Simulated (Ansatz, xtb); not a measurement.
C3H9BO2S: which of two isomers lies lower

Structure a: `CS[C@H](C)B(O)O`, a singlet. Structure b: `CCSCB(O)O`, a singlet. Both are isolated molecules in the gas phase, relaxed with B3LYP-D3(BJ)/def2-SVP; each stands in its lowest conformer found.

**Question.** Which of the two would you expect CCSD(T)/def2-SVP + ΔMP2/def2-TZVPP electronic energies to favour?

**Answer.** Too close to call at this level: CCSD(T)/def2-SVP + ΔMP2/def2-TZVPP gives E(b) − E(a) = −0.47 kcal/mol.

How the difference moves with the method:

| level | geometry | E(b) − E(a) (kcal/mol) | departure from the last row (kcal/mol) | job, with rough time for the two |
| --- | --- | --- | --- | --- |
| B3LYP-D3(BJ)/def2-SVP | B3LYP-D3(BJ)/def2-SVP | −1.29 | −0.82 | optimisation, 2.4 min |
| HF/def2-SVP | B3LYP-D3(BJ)/def2-SVP | −0.71 | −0.24 | part of the CCSD(T) run |
| MP2/def2-SVP | B3LYP-D3(BJ)/def2-SVP | −0.65 | −0.18 | part of the CCSD(T) run |
| CCSD(T)/def2-SVP | B3LYP-D3(BJ)/def2-SVP | −0.71 | −0.24 | single point |
| CCSD(T)/def2-SVP + ΔMP2/def2-TZVPP | B3LYP-D3(BJ)/def2-SVP | −0.47 |  | single point, 95 s |

As drawn, both hold the same kinds of bond in the same numbers. Structure a has 2 methyl groups, b 1.

The largest departure from CCSD(T)/def2-SVP + ΔMP2/def2-TZVPP is that of B3LYP-D3(BJ)/def2-SVP, 0.82 kcal/mol. Levels run at GFN2-xTB geometries aren't shown. The last row adds to CCSD(T) the change of the MP2 difference between the two basis sets, here +0.24 kcal/mol.

With thermal terms from frequencies at re-optimised GFN2-xTB minima (ideal gas, soft modes damped towards free rotors, one conformer each, 298.15 K, 1 atm): on the last row, ΔE + ΔZPE = −0.13, ΔH = −0.36, ΔG = 0.00 kcal/mol.

The correlated steps freeze 11 core orbitals. Mirror images aren't counted in ΔG. Programs: Ansatz 0.2.0, xtb 6.7.1; the last row on 4 threads of Arm Neoverse V1 on a shared host.
